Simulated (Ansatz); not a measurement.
Relaxation of GeH$_{4}$O$_{3}$ (8 atoms, charge 0, multiplicity 1), to a largest force component of 0.03 eV/Å in at most 50 steps.

The calculation used Ansatz 0.2.0, RKS PBE/def2-SVP.

```xyz
8
Properties=species:S:1:pos:R:3
Ge -0.043 -0.074 0.337
H 0.553 0.039 1.742
O 1.557 -0.618 -0.183
H 2.209 -0.262 0.446
O -0.675 1.458 -0.305
H -1.231 1.280 -1.089
O -1.249 -1.297 -0.133
H -0.824 -2.174 -0.228
```

Task: Where does it end, and by what steps?

Result: The run converged. The force dipped under the threshold on the way, but the program's further checks kept it going. After 14 steps the energy has fallen by 0.453 eV; H2 moved furthest, 0.62 Å.

```json
{"step": "0", "energy less start (eV)": "0.0000", "largest force component (eV/Å)": "1.472", "accepted": "yes"}
{"step": "1", "energy less start (eV)": "-0.3115", "largest force component (eV/Å)": "0.562", "accepted": "yes"}
{"step": "2", "energy less start (eV)": "-0.3984", "largest force component (eV/Å)": "0.281", "accepted": "yes"}
{"step": "3", "energy less start (eV)": "-0.4008", "largest force component (eV/Å)": "0.843", "accepted": "yes"}
{"step": "4", "energy less start (eV)": "-0.4131", "largest force component (eV/Å)": "0.825", "accepted": "yes"}
{"step": "5", "energy less start (eV)": "-0.4391", "largest force component (eV/Å)": "0.416", "accepted": "yes"}
{"step": "6", "energy less start (eV)": "-0.4484", "largest force component (eV/Å)": "0.075", "accepted": "yes"}
{"step": "7", "energy less start (eV)": "-0.4497", "largest force component (eV/Å)": "0.110", "accepted": "yes"}
{"step": "8", "energy less start (eV)": "-0.4509", "largest force component (eV/Å)": "0.130", "accepted": "yes"}
{"step": "9", "energy less start (eV)": "-0.4470", "largest force component (eV/Å)": "0.337", "accepted": "no"}
{"step": "10", "energy less start (eV)": "-0.4522", "largest force component (eV/Å)": "0.053", "accepted": "yes"}
{"step": "11", "energy less start (eV)": "-0.4526", "largest force component (eV/Å)": "0.039", "accepted": "yes"}
{"step": "12", "energy less start (eV)": "-0.4534", "largest force component (eV/Å)": "0.030", "accepted": "yes"}
{"step": "13", "energy less start (eV)": "-0.3731", "largest force component (eV/Å)": "1.705", "accepted": "no"}
{"step": "14", "energy less start (eV)": "-0.4535", "largest force component (eV/Å)": "0.019", "accepted": "yes"}
```

```xyz
8
Properties=species:S:1:pos:R:3
Ge -0.048 -0.125 0.521
H 0.016 0.166 2.034
O 1.479 -0.754 -0.185
H 2.197 -0.095 -0.142
O -0.546 1.422 -0.223
H -0.864 1.269 -1.134
O -1.207 -1.417 0.102
H -0.729 -2.115 -0.385
```

Whether the end is a true minimum wasn't checked by a vibrational analysis.

Time of the run: 10 s on 2 threads of Intel(R) Xeon(R) 6975P-C (Granite Rapids), with other jobs on the host, peak memory 0.14 GiB.
